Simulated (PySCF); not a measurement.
# From computed data to an observable: dipole moment from atomic charges

H₄HfO₃S, SMILES [SH][Hf]([OH])([OH])[OH], multiplicity 1. Atoms are numbered in the order given.

```xyz
9

Hf    -0.0075     0.2230     0.0000
O      0.9312     0.8328    -1.5727
H      1.3587     1.1638    -2.3622
O      0.9312     0.8328     1.5727
H      1.3587     1.1638     2.3622
O     -1.8673     0.7281     0.0000
H     -2.7380     1.1265     0.0000
S     -0.0443    -2.2685     0.0000
H      1.3084    -2.3673     0.0000
```

Coordinates come from a B3LYP-D3(BJ)/def2-SVP optimisation. The multiplicity is an assumed one; no other spin state was optimised. The structure was generated by enumeration; whether it is a known compound was not checked. The def2 effective core potentials stand for the cores of Hf; spin–orbit coupling is left out. Other conformers were not sampled.

Charges (e) from HF/def2-TZVP in PySCF:

```json
[
 {"atom": "Hf1", "Mulliken": "1.950", "ESP fit": "1.567"},
 {"atom": "O2", "Mulliken": "-0.849", "ESP fit": "-0.900"},
 {"atom": "H3", "Mulliken": "0.349", "ESP fit": "0.477"},
 {"atom": "O4", "Mulliken": "-0.849", "ESP fit": "-0.900"},
 {"atom": "H5", "Mulliken": "0.349", "ESP fit": "0.477"},
 {"atom": "O6", "Mulliken": "-0.849", "ESP fit": "-0.782"},
 {"atom": "H7", "Mulliken": "0.351", "ESP fit": "0.435"},
 {"atom": "S8", "Mulliken": "-0.595", "ESP fit": "-0.558"},
 {"atom": "H9", "Mulliken": "0.143", "ESP fit": "0.182"}
]
```

The dipole moment of the full density is 3.56 D.

Problem. What dipole moment does each set of point charges give, and which comes closer to that of the density?

Solution. 
μ = Σ q r, and 1 e Å = 4.8032 D.
Mulliken: Σ q r = (0.190, 0.622, 0.000) e Å, |μ| = 3.12 D.
ESP fit: Σ q r = (0.140, 0.716, 0.000) e Å, |μ| = 3.51 D.
ESP fit comes closer in size. Point charges leave out the atoms' own dipoles (lone pairs, polarised bonds); fits to the potential absorb them, partitions of the density don't.
